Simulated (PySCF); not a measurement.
## Orbital energies, ionisation energy and electron affinity

Compound: C₇H₇P.
Atom-mapped SMILES: `[CH2:1]=[CH:2][c:3]1[cH:4][cH:5][p:6][cH:7][cH:8]1` (hydrogens: H9, H10 on C1; H11 on C2; H12 on C4; H13 on C5; H14 on C7; H15 on C8)

Geometry (PBE0-D3(BJ)/def2-SVP, Å), atoms numbered from 1 in this order:
```
atom  x, y, z in Å
C1    -2.3604   -1.4057    0.1629
C2    -1.7150   -0.2903   -0.2009
C3    -0.2704   -0.0365   -0.1513
C4     0.6406   -1.0083    0.3009
C5     2.0112   -0.8186    0.3686
P6     2.8673    0.6291   -0.0818
C7     1.5247    1.6100   -0.5823
C8     0.1917    1.2217   -0.5730
H9    -3.4473   -1.4730    0.0782
H10   -1.8449   -2.2862    0.5549
H11   -2.3103    0.5467   -0.5833
H12    0.2420   -1.9762    0.6193
H13    2.6199   -1.6508    0.7383
H14    1.7577    2.6205   -0.9348
H15   -0.5601    1.9407   -0.9169
```

Level: PBE0/def2-SVPD (PySCF). Frontier orbitals with their largest atomic shares (Löwdin; up to four atoms above 4 %):

```csv
orbital,ε (eV),main atoms
HOMO−3,-8.63,"C2 25 %, C1 20 %, P6 12 %, C7 10 %"
HOMO−2,-7.86,"C5 22 %, C7 21 %, C4 20 %, C8 20 %"
HOMO−1,-7.79,"P6 65 %, C5 12 %, C7 12 %, C8 4 %"
HOMO,-6.63,?
LUMO,-1.94,"P6 27 %, C1 13 %, C3 13 %, C7 12 %"
LUMO+1,-0.91,"C5 21 %, C4 19 %, C8 18 %, C7 15 %"
LUMO+2,0.47,"C2 25 %, C1 21 %, P6 12 %, C7 10 %"
```

Question: What vertical ionisation energy does ΔSCF give, and how far is −ε(HOMO) from it?

Answer: ΔSCF: 8.29 eV (799 kJ/mol; threshold wavelength 150 nm); ⟨S²⟩ of the doublet left behind is 0.778, against 0.75 for a pure doublet. −ε(HOMO) is 6.63 eV, 1.66 eV below it. In exact Kohn–Sham theory the two would be equal; PBE0 (global hybrid, 25 % exact exchange) falls short of its own ΔSCF value by 20 %.

Question: On which atoms does the HOMO lie?

Answer: P6 (phosphorus bonded to 2 C) 22 %, C1 (terminal =CH2 carbon) 18 %, C3 (substituted aromatic carbon) 13 %, C2 (alkene CH carbon) 11 %, so no atom holds as much as 40 %. The HOMO−1 lies 1.16 eV lower.

Question: And the vertical electron affinity, the fundamental gap, Mulliken's electronegativity and the hardness (with the factor ½)?

Answer: EA = 0.34 eV by ΔSCF (−ε(LUMO) = 1.94 eV). IE − EA = 7.95 eV against an orbital gap of 4.69 eV; (IE + EA)/2 = 4.31 eV; (IE − EA)/2 = 3.97 eV. Parr's electrophilicity index (IE + EA)²/[8(IE − EA)] is 1.17 eV.

Question: With α = 114.3 au, estimate the like-pair dispersion coefficient by London's formula C6 = (3/4)α²I.

Answer: I = 0.3045 Eh, so C6 ≈ 2990 au, a rough estimate.

Question: What total energies stand behind the ΔSCF value?

Answer: E(N) = -611.53287 Eh and E(N − 1) = -611.22837 Eh at the same geometry, 0.30450 Eh apart. With one more electron, E(N + 1) = -611.54547 Eh.

Question: Shift the occupied levels rigidly so that −ε(HOMO) equals the ΔSCF value. What binding energies result?

Answer: The shift is +1.66 eV: HOMO 8.29, HOMO−1 9.45, HOMO−2 9.52, HOMO−3 10.29 eV. A rigid shift is only a rough guide to the deeper ionisations.

The structure is a single PBE0-D3(BJ)/def2-SVP conformer in the gas phase; no vibrational or solvent corrections.

These values come from a run that also computed excited states and ΔSCF ions. On one thread of an Arm Neoverse V2, shared host, this took 2.5 min of wall time and 0.88 GiB of memory at its peak.
